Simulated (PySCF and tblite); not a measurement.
Results of a calculation; reference values are marked as such.
2 diastereomers of C6H9FO, numbered alike:

```json
{"isomer": "A", "SMILES": "[CH:1]#[C:2][C@@H:3]([F:4])[C@H:5]([CH3:6])[O:7][CH3:8]", "descriptors (one enantiomer)": "3R, 5S"}
{"isomer": "B", "SMILES": "[CH:1]#[C:2][C@H:3]([F:4])[C@H:5]([CH3:6])[O:7][CH3:8]", "descriptors (one enantiomer)": "3S, 5S"}
```

Protocol: conformer search, at most 4 conformers an isomer, PBE0-D3(BJ)/def2-SVP geometries, energies B3LYP/def2-TZVP (IEF-PCM, chloroform) (D3(BJ) added where defined), weights at 298.15 K with GFN2-xTB thermal terms. Programs: PySCF with density fitting and tblite.

Q: Rank the isomers by free energy at 298.15 K.

A: 
```tsv
isomer	ΔG (kcal/mol)	ΔE, lowest conformer	conformers	largest weight %	rms dipole (D)
B	0.0	0.0	4	35	2.25
A	0.3	0.0	4	40	1.84
```

ΔG is for one enantiomer.

Q: If they could interconvert freely, what would the mixture hold (chiral isomers as racemates)?

A: B 63 %, A 37 %. A racemate gains RT ln 2.

Thermal terms of a conformer that GFN2-xTB lacks, or places elsewhere, come from the nearest GFN2-xTB minimum; such a conformer stays in the set even outside the window. The cap on conformers cut off some of the population, so the set may be incomplete.
